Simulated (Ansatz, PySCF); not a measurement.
The pair A = CH3F (SMILES CF) (first 5 atoms), B = GeH4 (SMILES [GeH4]); geometry from B3LYP-D3(BJ)/def2-TZVP.
(charge 0, multiplicity 1):
| atom | x (Å) | y (Å) | z (Å) |
|---|---|---|---|
| C | -0.4328 | -0.0378 | -0.1556 |
| F | 0.7652 | -0.1711 | 0.5400 |
| H | -1.0189 | 0.7562 | 0.3078 |
| H | -0.2067 | 0.2142 | -1.1919 |
| H | -0.9733 | -0.9831 | -0.1045 |
| Ge | -0.0593 | -0.1959 | 3.6825 |
| H | -0.3599 | 1.1764 | 3.0623 |
| H | 1.4440 | -0.4874 | 3.6182 |
| H | -0.8412 | -1.2811 | 2.9277 |
| H | -0.5163 | -0.1876 | 5.1521 |

Rows in 6-31G* carry no dispersion term and start afresh at each structure (6-31G* with six Cartesian d functions); the Pople sets are all-electron and without relativity.

The values were computed with Ansatz (Gaussian orbitals); PySCF for 6-31G* rows. Values without a source in brackets are computed.

Total energies (hartree), monomers frozen at their geometry in the pair:

```csv
structure,HF/6-31G*,HF/aug-cc-pVDZ,B3LYP/6-31G*
AB,-2216.4159510,-2216.7014807,-2218.8900190
A in the pair's basis,-139.0361506,-139.0576509,-139.7373635
B in the pair's basis,-2077.3804984,-2077.6442113,-2079.1533416
A,-139.0339078,-139.0573938,-139.7337150
B,-2077.3803675,-2077.6438883,-2079.1532165
```

Work out the interaction energy without and with the counterpoise correction, and the superposition error, for each level.


E(AB) − E(A) − E(B), times 627.509 kcal/mol, with the monomers in their own basis and then in the pair's basis:
- HF/6-31G*: -1.05 uncorrected, 0.44 corrected; the monomers gain 1.49 kcal/mol from borrowed functions
- HF/aug-cc-pVDZ: -0.12 uncorrected, 0.24 corrected; the monomers gain 0.36 kcal/mol from borrowed functions
- B3LYP/6-31G*: -1.94 uncorrected, 0.43 corrected; the monomers gain 2.37 kcal/mol from borrowed functions

Ansatz is an electronic-structure program.
